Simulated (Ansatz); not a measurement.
Compare A (`F[SiH](F)[CH2][GeH3]`) with its isomer B (`F[CH](F)[GeH2][SiH3]`).

Computed with Ansatz on PBE0-D4/def2-TZVP structures; ΔE is electronic, products minus reactants. CCSD(T)/CBS is the MP2 limit (def2-TZVPP, def2-QZVPP) plus CCSD(T) − MP2 in def2-TZVPP, frozen cores. Functionals use def2-TZVPP. B3LYP here is the variant with VWN-RPA as its local correlation; programs differ in this. For Ge outer-core shells are correlated without core-valence functions, which leaves a few kJ/mol of doubt a bond. Scalar relativity is left out up to krypton. One conformer a species, not always the lowest.

**Question.** Which is lower in electronic energy at CCSD(T)/CBS, and by how much? (Best estimate.)

**Answer.** The calculation gave: A, by 457.9 kJ/mol.

**Question.** Give E(B) − E(A) in kJ/mol with PBE0-D4, CCSD(T)/def2-TZVPP, B2PLYP, ωB97M-V, B3LYP, B3LYP-D4, MP2/def2-TZVPP. (Best estimate.)

**Answer.** Ansatz gave: PBE0-D4 422.4, CCSD(T)/def2-TZVPP 448.2, B2PLYP 446.7, ωB97M-V 442.3, B3LYP 428.8, B3LYP-D4 430.8, MP2/def2-TZVPP 473.3. None reverses the order clearly.

Largest T1 diagnostic: 0.012.

From PBE to PBE0 (25 % exact exchange), in def2-TZVPP and without D4, E(B) − E(A) moves by +19.7 kJ/mol.
